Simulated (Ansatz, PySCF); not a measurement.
W(NH)(S)(Br)(OH) (BrH₂NOSW), SMILES [NH]=[W]([OH])(=[S])[Br], multiplicity 1.

Geometry optimised at r2SCAN-D4/def2-SVP. The spin state was assumed, not searched. The structure was generated by enumeration; whether it is a known compound was not checked. The def2 effective core potentials stand for the cores of W; spin–orbit coupling is left out. One conformer was computed; it need not be the lowest.

Vertical ionisation energy (IE) and electron affinity (EA) in eV. Rows of orbital energies are one-electron estimates. Where ΔSCF, EOM or ADC give a negative EA the extra electron is unbound and the value depends on the basis.

```tsv
level	IE	EA
−ε(HOMO), −ε(LUMO), ωB97X/def2-TZVP (PySCF)	9.73	0.52
−ε(HOMO), −ε(LUMO), PBE/def2-TZVP (PySCF)	6.33	3.15
ΔSCF, CAM-B3LYP/def2-SVPD (Ansatz), final states of multiplicity 2 and 2	(withheld)	(withheld)
ΔSCF, PBE/def2-SVPD (Ansatz), final states of multiplicity 2 and 2	9.20	0.72
```

**Question.** Some entries are withheld; supply them. (An estimate is asked for; the answer gives what the named calculation found.)

**Answer.** 
- ΔSCF, CAM-B3LYP/def2-SVPD (Ansatz, an electronic-structure program), final states of multiplicity 2 and 2, IE: 9.51
- ΔSCF, CAM-B3LYP/def2-SVPD (Ansatz), final states of multiplicity 2 and 2, EA: 1.17

**Question.** What vertical singlet–triplet gap does ΔSCF give with CAM-B3LYP/def2-SVPD (Ansatz) and with PBE/def2-SVPD (Ansatz)? (An estimate is asked for; the answer gives what the named calculation found.)

**Answer.** 2.83 and 3.07 eV (triplet above singlet where positive).
